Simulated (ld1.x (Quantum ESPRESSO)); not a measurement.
## Scattering properties, TM potential for copper (Cu)

| Quantity | Value |
| --- | --- |
| Element | Cu |
| Generator | ld1.x (Quantum ESPRESSO) 7.5 |
| Type | norm-conserving Troullier–Martins (Kleinman–Bylander form) |
| Functional | PBEsol |
| Relativity | scalar-relativistic |
| Frozen core | [Ne] |
| Valence charge | 19 |
| Reference configuration | 3s2 3p6 3d10 4s0.5 4p0 (charge +0.5) |
| Partial waves | 3p (bound): rc 1.20 bohr; 3d (bound): rc 1.35 bohr; 3s (bound): rc 0.75 bohr |
| Local potential | the s channel |
| Core correction | none |

Occupied shells without a wave of their own: 4s. They enter only through the test configuration that unscreens the potential.

The phase is arctan(r·u′/u) with u = r·R(r), unwrapped; energies in Ry, scanned from -11 to 5 Ry. A pole is an energy at which the radial function vanishes at the test radius. The pseudo phase is shifted by a multiple of π to meet the all-electron one at the reference energy, and phase errors are pseudo minus all-electron; the curves can meet again beyond the range given. Levels narrower than the energy grid can be missing from the lists of poles.

Task: For each channel, where are the poles, and over which energies does the pseudopotential scatter like the atom?

Result:

| channel | radius (bohr) | reference energy (Ry) | poles, all-electron | poles, pseudo | unbroken range about the reference energy with phases within 0.05 rad | phase error 1 Ry above the reference energy (rad) |
| --- | --- | --- | --- | --- | --- | --- |
| s | 1.49 | -8.71 | -8.36 | -8.36 | below 1.5 | -0.000 |
| p | 1.49 | -5.59 | -5.08 | -5.08 | the whole range | -0.000 |
| d | 1.49 | -0.67 | 0.35 | 0.37 | below 4.0 | +0.004 |

Phases in the p channel:

```tsv
E (Ry)	all-electron	pseudo
-11.00	1.339	1.339
-10.52	1.330	1.330
-10.04	1.320	1.320
-9.56	1.308	1.308
-9.08	1.294	1.294
-8.60	1.276	1.276
-8.12	1.251	1.251
-7.64	1.216	1.216
-7.16	1.156	1.156
-6.68	1.029	1.029
-6.20	0.566	0.565
-5.72	-1.048	-1.048
-5.24	-1.513	-1.513
-4.76	-1.643	-1.643
-4.28	-1.707	-1.707
-3.80	-1.748	-1.748
-3.32	-1.780	-1.781
-2.84	-1.808	-1.809
-2.36	-1.834	-1.835
-1.88	-1.861	-1.862
-1.40	-1.889	-1.890
-0.92	-1.919	-1.921
-0.44	-1.954	-1.956
0.04	-1.996	-1.998
0.52	-2.045	-2.049
1.00	-2.107	-2.112
1.48	-2.187	-2.194
1.96	-2.292	-2.304
2.44	-2.437	-2.455
2.92	-2.638	-2.665
3.40	-2.909	-2.949
3.88	-3.238	-3.285
4.36	-3.566	-3.613
4.84	-3.837	-3.876
```
